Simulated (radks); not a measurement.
Valence configurations of Cs I (all share [Xe]). Method: scalar-relativistic Kohn-Sham, PBE, spin-polarised, spherical densities, finite nucleus; open shells are filled with parallel spins first (spin-orbit coupling, left out, can overturn this in heavy ions); Fermi nuclear charge, rms radius 4.8041 fm; computed with a radial shooting solver on a logarithmic mesh with Libxc functionals. Energies are relative to 6s1; eigenvalues in eV for spin up.

valence      E (eV)  moment (Bohr magnetons)   e(4f)   e(5d)   e(6p)   e(6s)
6s1           0.000                        1       -       -       -  -2.267
6p1           1.386                        1       -       -  -1.434       -
5d0.5 6s0.5   0.863                        1       -  -0.566       -  -2.273
4f1           3.015                        1  -0.479       -       -       -
5d1           1.706                        1       -  -0.636       -       -
6s0.5 6p0.5   0.700                        1       -       -  -1.162  -2.556

NIST lists [Xe] 6s1 as the ground configuration; this level of theory agrees among the configurations tried. The energies are those of spherical high-spin densities, not of single terms. No valid solution was reached for [Xe] 4f0.5 6s0.5.
